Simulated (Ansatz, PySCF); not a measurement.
C5H7N, SMILES C#C/C=N/CC. Atoms are numbered in the order given.

```xyz
13

C      3.1569     0.4316    -0.2271
C      2.0049     0.0520    -0.2035
C      0.6606    -0.4491    -0.2245
N     -0.2733     0.0615     0.4741
C     -1.5950    -0.5155     0.3695
C     -2.6060     0.5327    -0.0943
H      4.1724     0.7811    -0.2355
H      0.4882    -1.3196    -0.8928
H     -1.6177    -1.3982    -0.3050
H     -1.8808    -0.8673     1.3772
H     -2.5874     1.4072     0.5735
H     -2.3701     0.8789    -1.1128
H     -3.6242     0.1134    -0.0988
```
Charge 0, spin multiplicity 1.

Geometry optimised at B3LYP-D3(BJ)/def2-SVP. The structure was generated by enumeration; whether it is a known compound was not checked. The values are those of a single conformer.

Two levels are set side by side: PBE-D3(BJ)/def2-SVP (Ansatz, a quantum-chemistry and plane-wave program) and B3LYP-D3(BJ)/def2-SVP (Ansatz). Each level has its own optimised geometry; the coordinates shown are those of the second. Frequencies come from the Hessian of PySCF at each geometry. Differences are taken from unrounded values.

```
quantity                            B3LYP-D3(BJ)
----------------------------------  ------------
mean bond length (Å)                       1.217
bond C1–C2 (Å)                             1.213
bond C2–C3 (Å)                             1.435
bond C3–N4 (Å)                             1.273
bond N4–C5 (Å)                             1.446
bond C5–C6 (Å)                             1.528
bond C1–H7 (Å)                             1.074
bond C3–H8 (Å)                             1.111
bond C5–H9 (Å)                             1.111
bond C5–H10 (Å)                            1.105
bond C6–H11 (Å)                            1.100
bond C6–H12 (Å)                            1.101
bond C6–H13 (Å)                            1.101
highest harmonic wavenumber (cm⁻¹)          3469
mean harmonic wavenumber (cm⁻¹)             1410
zero-point energy (kcal/mol)               66.50
```

Q: What does PBE-D3(BJ) give, and how far is it from B3LYP-D3(BJ)? (Estimate from the structure and the level; the computed values follow.)

A: 
| quantity | PBE-D3(BJ) | PBE-D3(BJ) minus B3LYP-D3(BJ) |
|---|---|---|
| mean bond length (Å) | 1.224 | 0.007 |
| bond C1–C2 (Å) | 1.225 | 0.012 |
| bond C2–C3 (Å) | 1.432 | -0.003 |
| bond C3–N4 (Å) | 1.285 | 0.012 |
| bond N4–C5 (Å) | 1.447 | 0.001 |
| bond C5–C6 (Å) | 1.531 | 0.002 |
| bond C1–H7 (Å) | 1.081 | 0.007 |
| bond C3–H8 (Å) | 1.122 | 0.011 |
| bond C5–H9 (Å) | 1.121 | 0.010 |
| bond C5–H10 (Å) | 1.114 | 0.009 |
| bond C6–H11 (Å) | 1.108 | 0.007 |
| bond C6–H12 (Å) | 1.109 | 0.007 |
| bond C6–H13 (Å) | 1.108 | 0.007 |
| highest harmonic wavenumber (cm⁻¹) | 3405 | -64 |
| mean harmonic wavenumber (cm⁻¹) | 1369 | -41 |
| zero-point energy (kcal/mol) | 64.58 | -1.92 |

GGA bonds tend to be longer and softer than those of functionals with exact exchange. Differences between two approximate levels are no errors against the true value.
